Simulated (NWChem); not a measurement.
Species: C3H3FO; SMILES FC1COC=1

```xyz
8

F     -0.0004    -1.8567     0.0000
C      0.0526    -0.5264     0.0000
C      0.9976     0.4155     0.0000
O      0.1141     1.5122     0.0000
C     -1.0013     0.5498     0.0000
H      2.0710     0.5460     0.0000
H     -1.6092     0.6641     0.9018
H     -1.6092     0.6641    -0.9018
```
Atoms are numbered in this order, from 1.

Program: NWChem. Pople sets run with spherical d functions. All runs use the structure optimised with B3LYP/6-31G* (spherical d). Level: M05-2X/6-31G* with COSMO at NWChem's default radii, gas-phase geometry; the question gives the dielectric constant.

Task: Predict the results for dielectric constant 3.9. Quantities: electrostatic solvation energy (kcal/mol); dipole in solution (D).

Result: 
- electrostatic solvation energy (kcal/mol) = -3.2
- dipole in solution (D) = 0.63
